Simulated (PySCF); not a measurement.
# Variants of one PySCF input: SbBr

Base input, run as `OMP_NUM_THREADS=1 python input.py` with PySCF 2.14:

```python
from pyscf import gto, dft, tdscf

mol = gto.M(
    atom='Sb 0 0 0; Br 0 0 2.232',
    basis='def2-svp',
    ecp={'Sb': 'def2-svp'},
    charge=0,
    spin=2,
    verbose=4,
)
mf = dft.UKS(mol, xc='blyp')
mf.kernel()
td = tdscf.TDA(mf)
td.nstates = 8
td.kernel()
td.analyze(verbose=3)
mf.dip_moment()
print('orbital energies (hartree):', [e[max(0, n-3):n+3].round(4) for e, n in zip(mf.mo_energy, mol.nelec)])
```

Base result: E(SCF) = -2814.052639 Eh, 12 cycles, ⟨S²⟩ = 2.001, μz(SCF) = -0.35 D, first excitations without spin–orbit coupling 3.44, 3.44, 4.47, 4.47, 4.48 eV. The bond length is a typed value, not an optimised one. No search for the lowest solution was made.

Run time: 21 s on 1 thread of Arm Neoverse V2 (shared host), peak memory 0.28 GiB.

Each row names what differs from the base; energies in brackets are changes from the base.

```tsv
change	result	wall time (s)
density fitting: none → def2-universal-jkfit	E(SCF) = -2814.052672 Eh (-0.0009 eV), 12 cycles, ⟨S²⟩ = 2.001, μz(SCF) = -0.35 D, first excitations without spin–orbit coupling 3.44, 3.44, 4.47, 4.47, 4.48 eV	22
geometry: bond 2.232 → bond 2.79	E(SCF) = -2814.077919 Eh (-0.6879 eV), 14 cycles, ⟨S²⟩ = 2.003, μz(SCF) = -2.73 D, first excitations without spin–orbit coupling 1.83, 1.83, 2.43, 2.43, 2.43 eV	22
step after the SCF: tda → tddft; number of roots: 8 → 4	E(SCF) = -2814.052639 Eh (+0.0000 eV), 12 cycles, ⟨S²⟩ = 2.001, μz(SCF) = -0.35 D, first excitations without spin–orbit coupling 3.42, 3.42, 4.47, 4.47 eV	17
functional: blyp → revpbe	E(SCF) = -2813.906143 Eh, 12 cycles, ⟨S²⟩ = 2.003, μz(SCF) = -0.45 D, first excitations without spin–orbit coupling 3.55, 3.55, 4.68, 4.68, 4.74 eV	21
charge: 0 → 1; spin (2S): 2 → 1	not converged: SCF after 50 cycles	33
spin-free X2C: off → on [unsound on purpose]	stops with NotImplementedError	0.52
geometry: bond 2.232 → bond 2.388	E(SCF) = -2814.077991 Eh (-0.6899 eV), 13 cycles, ⟨S²⟩ = 2.002, μz(SCF) = -1.08 D, first excitations without spin–orbit coupling 2.91, 2.91, 3.79, 3.79, 3.79 eV	21
```

Problem. Order these changes by how far they move the SCF energy from the base, largest first: (1) density fitting: none → def2-universal-jkfit; (2) geometry: bond 2.232 → bond 2.388; (3) geometry: bond 2.232 → bond 2.79.

Solution. (2) -0.6899 eV, (3) -0.6879 eV, (1) -0.0009 eV.
